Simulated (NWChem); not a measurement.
Species: C3H4OSe; SMILES C1=C[C@H]([SeH])O1

```xyz
9

Se     0.0092    -1.2161    -0.1609
C      0.1361     0.5883     0.5819
C      1.0464     1.5987    -0.0506
C     -0.0764     2.2191    -0.4404
O     -0.9979     1.3421     0.0841
H      1.1181    -1.7309     0.6585
H      0.1211     0.5431     1.6810
H      2.1198     1.7375    -0.1328
H     -0.3988     3.1114    -0.9813
```
Atoms are numbered in this order, from 1.

All runs: NWChem. Pople sets run with spherical d functions. Structure relaxed at the PBE0/def2-SVP level. Vzz is the largest principal value of the second derivative of the potential at the nucleus (NWChem prints the opposite sign); η is the asymmetry. Non-relativistic.

```json
[
 {"level": "B3LYP/6-31G*", "Vzz Se1 (a.u.)": "-5.606", "η Se1": "0.47", "Vzz O5 (a.u.)": "-1.573", "η O5": "0.78"},
 {"level": "B3LYP/def2-SVP", "Vzz Se1 (a.u.)": "-6.122", "η Se1": "0.46", "Vzz O5 (a.u.)": "-1.576", "η O5": "0.82"},
 {"level": "PBE0/6-31G*", "Vzz Se1 (a.u.)": "-5.538", "η Se1": "0.49", "Vzz O5 (a.u.)": "-1.581", "η O5": "0.77"},
 {"level": "PBE0/def2-SVP", "Vzz Se1 (a.u.)": "-5.978", "η Se1": "0.47", "Vzz O5 (a.u.)": "-1.589", "η O5": "0.81"}
]
```
